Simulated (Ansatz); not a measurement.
Frontier orbitals of `[CH2]1[SnH2][Te]1`.

```xyz
7

C     0.122    0.555    0.913
Sn   -0.174   -0.708   -0.762
Te    0.581    1.864   -0.807
H     0.991    0.376    1.536
H    -0.753    0.886    1.460
H    -1.759   -1.084   -1.230
H     0.992   -1.889   -1.110
```

Total charge 0; spin multiplicity 1. Correlated methods include outer-core shells of Sn, Te, which these sets cover unevenly. Sn, Te takes the def2 core potential. The geometry is a stationary point of PBE0-D4/def2-TZVP. Basis def2-TZVPP, Ansatz.

Orbital energies of one run (eV). Highest occupied ones, from the top: -5.76, -6.69, -7.82, -9.45, -9.94, -11.88, -13.73, -15.66, -19.36, -28.10, -28.17, -28.22, -28.24, -28.25. Empty: -1.69, -1.09, -0.21, 0.42, 1.34, 1.73.

Which functional gave them?
A. B3LYP
B. BHLYP
C. LDA (SPW92)
D. PBE

A. HOMO energies: B3LYP -5.76, PBE -4.98, LDA (SPW92) -5.11, BHLYP -6.81 eV.

B3LYP here is the variant with VWN-RPA as its local correlation; programs differ in this.
